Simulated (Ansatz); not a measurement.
Calculated with Ansatz (gas phase, PBE0-D4/def2-TZVP geometries, no zero-point term in ΔE). CCSD(T)/CBS is the MP2 limit (def2-TZVPP, def2-QZVPP) plus CCSD(T) − MP2 in def2-TZVPP, frozen cores. Functionals use def2-TZVPP. B3LYP here is the variant with VWN-RPA as its local correlation; programs differ in this. Each species was taken in one conformer, which may not be the lowest.

Reaction (cleavage of the Si–Si bond): `N[SiH](F)[SiH2][SiH3]` + `BNC=C` → `BN(C=C)[SiH2][SiH3]` + `N[SiH2]F`

| level | ΔE (kcal/mol) | difference from CCSD(T)/CBS |
| --- | --- | --- |
| PBE-D4 | -1.6 | 6.1 |
| r2SCAN-D4 | -4.4 | 3.3 |
| PBE0-D4 | -3.2 | 4.5 |
| B3LYP-D4 | -6.0 | 1.7 |
| ωB97X-V | -6.0 | 1.7 |
| B2PLYP | -6.5 | 1.2 |
| PBE | -0.3 | 7.4 |
| PBE0 | -2.0 | 5.7 |
| HF/def2-TZVPP | -7.9 | -0.2 |
| MP2/def2-TZVPP | -10.2 | -2.5 |
| SCS-MP2/def2-TZVPP | -10.0 | -2.3 |
| CCSD/def2-TZVPP | -7.8 | -0.1 |
| HF/def2-QZVPP | -8.3 | -0.6 |
| HF/CBS(def2) | -8.3 | -0.6 |
| MP2/CBS(def2) | -10.0 | -2.3 |
| CCSD/CBS(def2) | -7.6 | 0.1 |
| CCSD(T)/CBS | -7.7 | 0 |

Largest T1 diagnostic among the species: 0.014.

From PBE to PBE0 (25 % exact exchange), in def2-TZVPP and without D4, ΔE moves by −1.7 kcal/mol. The D4 term adds −2.1 kcal/mol with B3LYP and −1.1 kcal/mol with PBE0; it sums over pairs of atoms, weighted by their polarisabilities, and B3LYP, whose exchange is more repulsive, gets the larger term.
